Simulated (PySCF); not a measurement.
Cu⁺ (copper, charge +1) across methods

[Ar] 3d9 4p1, one real determinant (an excited configuration). Calculation: PySCF 2.14, in aug-cc-pVTZ-DK; scalar relativity by spin-free X2C-1e.

```csv
method,E (hartree),mean ε 3d α (eV),mean ε 3d β (eV),mean ε 4p α (eV),Σ⟨r²⟩ (bohr²),⟨S²⟩
wB97M-V,-1654.048,-26.249,-25.089,-11.608,27.03,2.001
UHF,-1652.69043,-31.441,-29.810,-11.294,27.63,2.001
PBE0,-1653.947,-23.724,-22.518,-9.959,26.86,2.000
PBE,-1653.940,-20.932,-19.840,-9.352,26.85,2.000
B97-3,-1654.024,-23.910,-22.737,-9.832,26.86,2.001
r2SCAN,-1654.155,-21.207,-20.054,-9.495,26.61,2.001
PW91,-1654.345,-21.030,-19.949,-9.409,26.80,2.000
M06-2X,-1654.215,-26.943,-25.623,-10.560,26.88,2.001
```

(1) Estimate the same row for LDA.

⟨L²⟩ = 8.01 against 12 for a pure F term, so this real determinant mixes terms.

Answers

(1) E (hartree) = -1651.281; mean ε 3d α (eV) = -21.270; mean ε 3d β (eV) = -20.123; mean ε 4p α (eV) = -9.384; Σ⟨r²⟩ (bohr²) = 26.66; ⟨S²⟩ = 2.000.
